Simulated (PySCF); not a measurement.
# The first ionisation energy along group 11

Calculated with PySCF 2.14 from differences of total energies of unrestricted determinants, without spin-orbit coupling. Values in eV. The last column holds reference values (NIST; (s) semi-empirical, (t) theoretical, else measured). Unmarked ones compare directly (S terms, centres of terms, or small fine structure); those marked * lie between the lowest fine-structure levels and include a spin-orbit shift.

| element | configurations | MP2 (valence) | SCS-MP2 (valence) | CCSD (valence) | CCSD(T) (valence) | LDA | PBE0 | reference |
| --- | --- | --- | --- | --- | --- | --- | --- | --- |
| Cu (aug-cc-pVDZ-PP with ECP10MDF, ECP) | [Ar] 3d10 4s1 → [Ar] 3d10 | 7.542 | 7.392 | 7.402 | 7.529 | 8.680 | 7.980 | 7.726 |
| Ag (aug-cc-pVDZ-PP with ECP28MDF, ECP) | [Kr] 4d10 5s1 → [Kr] 4d10 | 7.403 | 7.252 | 7.291 | 7.363 | 8.376 | 7.707 | 7.576 |
| Au (aug-cc-pVDZ-PP with ECP60MDF, ECP) | [Xe] 4f14 5d10 6s1 → [Xe] 4f14 5d10 | 9.094 | 8.919 | 8.883 | 8.955 | 9.890 | 9.212 | 9.226 |

Task: Which of these methods has the smallest mean absolute error against the measured values here?

Result: PBE0, with 0.133 eV.

| method | elements | mean error (eV) | mean absolute error (eV) | largest error (eV) |
| --- | --- | --- | --- | --- |
| MP2 (valence) | 3 | -0.163 | 0.163 | -0.184 |
| SCS-MP2 (valence) | 3 | -0.322 | 0.322 | -0.334 |
| CCSD (valence) | 3 | -0.318 | 0.318 | -0.343 |
| CCSD(T) (valence) | 3 | -0.227 | 0.227 | -0.270 |
| LDA | 3 | 0.806 | 0.806 | 0.954 |
| PBE0 | 3 | 0.124 | 0.133 | 0.254 |

Errors include the incompleteness of the basis and the frozen core.

"Valence" correlates the outer s and p shells and, in groups 3 to 12 and the f block, the outer d or f shell, open or full, or the next shell where the ion has no valence electron left; the wider scheme adds the next inner shell.
